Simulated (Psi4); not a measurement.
Cl2Se (SMILES Cl[Se]Cl), singlet, geometry from GFN2-xTB; BLYP/STO-3G run with Psi4.

Here is a job for Psi4.
```
memory 2 GB

molecule mol {
0 1
Se    0.001365    0.001249    0.686465
Cl    1.041334    1.259457   -0.690832
Cl   -1.044063   -1.261955   -0.682097
}

set {
  basis sto-3g
  reference rks
  dft_pruning_scheme treutler
}

energy('blyp')
print_variables()
```

Output, abridged:

```
   => Loading Basis Set <=

    Name: STO-3G
    Role: ORBITAL
    Keyword: BASIS

         ---------------------------------------------------------
                                   SCF
               by Justin Turney, Rob Parrish, Andy Simmonett
                          and Daniel G. A. Smith
                              RKS Reference
         ---------------------------------------------------------

  ==> Geometry <==

    Molecular point group: cs
    Full point group: Cs

    Geometry (in Angstrom), charge = 0, multiplicity = 1:

       Center              X                  Y                   Z               Mass
    ------------   -----------------  -----------------  -----------------  -----------------
         SE          -0.001710254947    -0.640752999306     0.000000000000    79.916521800000
         CL          -1.634077440717     0.736544096188     0.000000000000    34.968852682000
         CL           1.637985994081     0.727809095583     0.000000000000    34.968852682000

  Running in cs symmetry.

  Rotational constants: A =      0.23978  B =      0.09005  C =      0.06547 [cm^-1]
  Rotational constants: A =   7188.50562  B =   2699.72350  C =   1962.63429 [MHz]
  Nuclear repulsion =  333.157646398359987

  Charge       = 0
  Multiplicity = 1
  Electrons    = 68
  Nalpha       = 34
  Nbeta        = 34

  ==> Algorithm <==

  SCF Algorithm Type is DF.
  DIIS enabled.
  MOM disabled.
  Fractional occupation disabled.
  Guess Type is SAD.
  Energy threshold   = 1.00e-06
  Density threshold  = 1.00e-06
  Integral threshold = 1.00e-12

  ==> Primary Basis <==

  Basis Set: STO-3G
    Blend: STO-3G
    Number of shells: 18
    Number of basis functions: 36
    Number of Cartesian functions: 37
    Spherical Harmonics?: true
    Max angular momentum: 2

  ==> DFT Potential <==

   => LibXC <=

    Version 7.1.2
    S. Lehtola, C. Steigemann, M. J. T. Oliveira, and M. A. L. Marques,  SoftwareX 7, 1–5 (2018) (10.1016/j.softx.2017.11.002)

   => Composite Functional: BLYP <=

    BLYP GGA Exchange-Correlation Functional

    P.J. Stephens et. al., J. Phys. Chem., 98, 11623-11627, 1994
    B. Miehlich et. al., Chem. Phys. Lett., 157(3), 200-206 1989

    Deriv               =              1
    GGA                 =           TRUE
    Meta                =          FALSE

    Exchange Hybrid     =          FALSE
    MP2 Hybrid          =          FALSE

   => Exchange Functionals <=

    1.0000     XC_GGA_X_B88

   => Correlation Functionals <=

    1.0000     XC_GGA_C_LYP

   => LibXC Density Thresholds  <==

    XC_GGA_C_LYP:  1.00E-14
    XC_GGA_X_B88:  1.00E-15

   => Molecular Quadrature <=

    Radial Scheme          =       TREUTLER
    Pruning Scheme         =       TREUTLER
    Pruning Type           =         REGION
    Nuclear Scheme         =       TREUTLER

    Blocking Scheme        =         OCTREE
    BS radius alpha        =              1
    Pruning alpha          =              1
    Radial Points          =             75
    Spherical Points       =            302
    Total Points           =          29007
    Total Blocks           =            314
    Max Points             =            229
    Max Functions          =             30
    Weights Tolerance      =       1.00E-15

   => Loading Basis Set <=

    Name: (STO-3G AUX)
    Role: JKFIT
    Keyword: DF_BASIS_SCF

  ==> Integral Setup <==

  SCF_SUBTYPE=INCORE selected. In-core MEM_DF algorithm will be used.
  Using in-core AOs.

  ==> MemDFJK: Density-Fitted J/K Matrices <==

    J tasked:                   Yes
    K tasked:                    No
    wK tasked:                   No
    Algorithm:                 Core
    Schwarz Cutoff:           1E-12
    Mask sparsity (%):      14.3519
    Fitting Condition:        1E-10

   => Auxiliary Basis Set <=

  Basis Set: (STO-3G AUX)
    Blend: DEF2-UNIVERSAL-JKFIT
    Number of shells: 136
    Number of basis functions: 522
    Number of Cartesian functions: 681
    Spherical Harmonics?: true
    Max angular momentum: 5

  Minimum eigenvalue in the overlap matrix is 3.9389095388E-01.
  Reciprocal condition number of the overlap matrix is 2.3214519042E-01.
    Using symmetric orthogonalization.

  ==> Pre-Iterations <==

  SCF Guess: Superposition of Atomic Densities via on-the-fly atomic UHF (no occupation information).

   -------------------------
    Irrep   Nso     Nmo
   -------------------------
     A'        27      27
     A"         9       9
   -------------------------
    Total      36      36
   -------------------------

  ==> Iterations <==

                           Total Energy        Delta E     RMS |[F,P]|

   @DF-RKS iter SAD: -3283.52906297121217   -3.28353e+03   0.00000e+00
   @DF-RKS iter   1: -3284.98670659280197   -1.45764e+00   9.47678e-03 ADIIS/DIIS
   @DF-RKS iter   2: -3284.96611870089237    2.05879e-02   7.95492e-03 ADIIS/DIIS
   @DF-RKS iter   3: -3285.02603291208698   -5.99142e-02   2.74493e-03 ADIIS/DIIS
   @DF-RKS iter   4: -3285.03342243644374   -7.38952e-03   1.08032e-04 ADIIS/DIIS
   @DF-RKS iter   5: -3285.03343609467447   -1.36582e-05   2.33657e-05 DIIS
   @DF-RKS iter   6: -3285.03343662076804   -5.26094e-07   1.71242e-06 DIIS
   @DF-RKS iter   7: -3285.03343662379120   -3.02316e-09   3.30345e-08 DIIS
  Energy and wave function converged.

  ==> Post-Iterations <==

   Electrons on quadrature grid:
      Ntotal   =   67.9997327174 ; deviation = -2.673e-04

    Orbital Energies [Eh]
    ---------------------

    Doubly Occupied:

       1Ap  -447.096649     2Ap   -99.680893     3Ap   -99.680889
       4Ap   -55.490188     5Ap   -50.967871     6Ap   -50.966611
       1App  -50.960464     7Ap    -8.977462     8Ap    -8.977294
       9Ap    -6.917085    10Ap    -6.837862    11Ap    -6.837625
      12Ap    -6.819728    13Ap    -6.819435     2App   -6.817732
       3App   -6.817689    14Ap    -5.017567    15Ap    -5.011702
       4App   -4.986406    16Ap    -1.057164    17Ap    -1.053385
       5App   -1.036648     6App   -1.032950    18Ap    -1.029957
      19Ap    -0.760022    20Ap    -0.700651    21Ap    -0.514145
      22Ap    -0.356789    23Ap    -0.311804     7App   -0.275250
      24Ap    -0.230081     8App   -0.227547    25Ap    -0.225302
       9App   -0.132218

    Virtual:

      26Ap    -0.021217    27Ap    -0.017732

    Final Occupation by Irrep:
             Ap   App
    DOCC [    25,    9 ]
    NA   [    25,    9 ]
    NB   [    25,    9 ]

  @DF-RKS Final Energy: -3285.03343662379120

   => Energetics <=

    Nuclear Repulsion Energy =            333.1576463983599865
    One-Electron Energy =               -5245.5530449013158432
    Two-Electron Energy =                1771.3279964315709094
    DFT Exchange-Correlation Energy =    -143.9660345524061142
    Empirical Dispersion Energy =           0.0000000000000000
    VV10 Nonlocal Energy =                  0.0000000000000000
    Total Energy =                      -3285.0334366237912036

Computation Completed

Properties will be evaluated at   0.000000,   0.000000,   0.000000 [a0]

Properties computed using the SCF density matrix

 Multipole Moments:

 ------------------------------------------------------------------------------------
     Multipole            Electronic (a.u.)      Nuclear  (a.u.)        Total (a.u.)
 ------------------------------------------------------------------------------------

 L = 1.  Multiply by 2.5417464519 to convert [e a0] to [Debye]
 Dipole X            :         -0.0170846            0.0156786           -0.0014061
 Dipole Y            :         -6.4021225            5.8740290           -0.5280935
 Dipole Z            :          0.0000000            0.0000000            0.0000000
 Magnitude           :                                                    0.5280954

 ------------------------------------------------------------------------------------

  Variable Map:
  ----------------------------------------------------------------------------
  "CURRENT ENERGY"              =>   -3285.033436623791
  "CURRENT REFERENCE ENERGY"    =>   -3285.033436623791
  "DD SOLVATION ENERGY"         =>       0.000000000000
  "DFT FUNCTIONAL TOTAL ENERGY" =>   -3285.033436623791
  "DFT TOTAL ENERGY"            =>   -3285.033436623791
  "DFT VV10 ENERGY"             =>       0.000000000000
  "DFT XC ENERGY"               =>    -143.966034552406
  "GRID ELECTRONS ALPHA"        =>      33.999866358723
  "GRID ELECTRONS BETA"         =>      33.999866358723
  "GRID ELECTRONS TOTAL"        =>      67.999732717446
  "NUCLEAR REPULSION ENERGY"    =>     333.157646398360
  "ONE-ELECTRON ENERGY"         =>   -5245.553044901316
  "PCM POLARIZATION ENERGY"     =>       0.000000000000
  "PE ENERGY"                   =>       0.000000000000
  "SCF ITERATION ENERGY"        =>   -3285.033436623791
  "SCF ITERATIONS"              =>       7.000000000000
  "SCF TOTAL ENERGY"            =>   -3285.033436623791
  "TWO-ELECTRON ENERGY"         =>    1771.327996431571
  "XC GRID RADIAL POINTS"       =>      75.000000000000
  "XC GRID SPHERICAL POINTS"    =>     302.000000000000
  "XC GRID TOTAL POINTS"        =>   29007.000000000000

  Array Variable Map:
  ----------------------------------------------------------------------------
  "CURRENT DIPOLE"              =>      -0.001406050426 ... 0.000000000000 1 by 3
  "SCF DIPOLE"                  =>      -0.001406050426 ... 0.000000000000 1 by 3
  "SCF TOTAL ENERGIES"          =>   -3283.529062971212 ... -3285.033436623791 1 by 8
```
